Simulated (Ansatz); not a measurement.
CH₆FNSi₂, SMILES `F[Si@H]1N[C@@H]1[SiH3]`, relaxed with RKS PBE-D4/def2-SVP in the Gaussian-basis code of Ansatz from a rough embedded geometry. The force threshold is 0.03 eV/Å; the program also tests the step.

The species carries charge 0 and has multiplicity 1.

Start:

```xyz
11

F     1.328   -2.033   -1.639
Si    1.130   -0.813   -0.650
N     0.075    0.206   -1.476
C    -0.606   -0.266   -0.368
Si   -0.831    0.516    1.279
H     2.325    0.048   -0.400
H     0.406    1.218   -1.333
H    -1.331   -1.076   -0.577
H    -0.465   -0.450    2.356
H     0.151    1.647    1.367
H    -2.181    1.003    1.440
```

| step | energy (eV) | largest force (eV/Å) | largest move (Å) |
| --- | --- | --- | --- |
| 1 | -21073.2309 | 5.356 | 0.000 |
| 2 | -21073.9178 | 2.324 | 0.159 |
| 3 | -21074.1918 | 0.978 | 0.194 |
| 4 | -21074.2415 | 0.609 | 0.106 |
| 5 | -21074.2630 | 0.430 | 0.200 |
| 6 (rejected) | -21074.2623 | 0.938 | 0.149 |
| 7 | -21074.2946 | 0.156 | 0.071 |
| 8 | -21074.3025 | 0.085 | 0.100 |
| 9 | -21074.3045 | 0.064 | 0.071 |
| 10 | -21074.3052 | 0.062 | 0.067 |
| 11 | -21074.3059 | 0.027 | 0.022 |

End:

```xyz
11

F     1.695   -1.940   -1.811
Si    1.216   -0.669   -0.906
N    -0.089    0.259   -1.509
C    -0.497   -0.469   -0.231
Si   -0.759    0.516    1.358
H     2.432   -0.104   -0.260
H    -0.273    1.261   -1.609
H    -1.248   -1.268   -0.407
H    -1.032   -0.407    2.515
H     0.471    1.343    1.644
H    -1.916    1.476    1.215
```

Hardware: 4 threads of an Arm Neoverse V2 on a shared host. Wall time 16 s, peak host memory 0.15 GiB.
